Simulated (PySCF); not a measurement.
**Polarisability and C₆ of Os⁺ (osmium, charge +1)**

[Xe] 4f14 5d6 6s1, high-spin 6D determinant. Calculation: PySCF 2.14, in ANO-RCC-VTZP; the spin-free X2C one-electron Hamiltonian (Gaussian nucleus). Coupled (time-dependent) response in atomic units; α is the mean over directions. The basis has no added diffuse functions, which lowers α and C₆.

```
method  mean α (bohr³)         α xx, yy, zz  C₆ (like pair)  S(−4)
   UHF           32.29  32.12, 32.12, 32.63           250.7  522.9
```

S(−4) is the Cauchy moment in α(ω) = α(0) + S(−4) ω² + …

Spin-orbit coupling is absent.

α(iu) at UHF:

```
u (hartree)  α(iu) (bohr³)
          0          32.29
     0.0500          31.05
      0.100          27.97
      0.200          20.78
      0.300          15.41
      0.500          9.715
      0.750          6.682
       1.00          5.151
       1.50          3.493
       2.00          2.551
       3.00          1.527
       5.00         0.7320
```

For an ion, C₆ is the dispersion term alone; charge-induced terms of lower order in 1/R come first.

The components differ because the open shell of this determinant is not spherical; for a pure term their mean is the scalar polarisability.

Spin-orbit coupling, absent here, splits the open shell strongly.
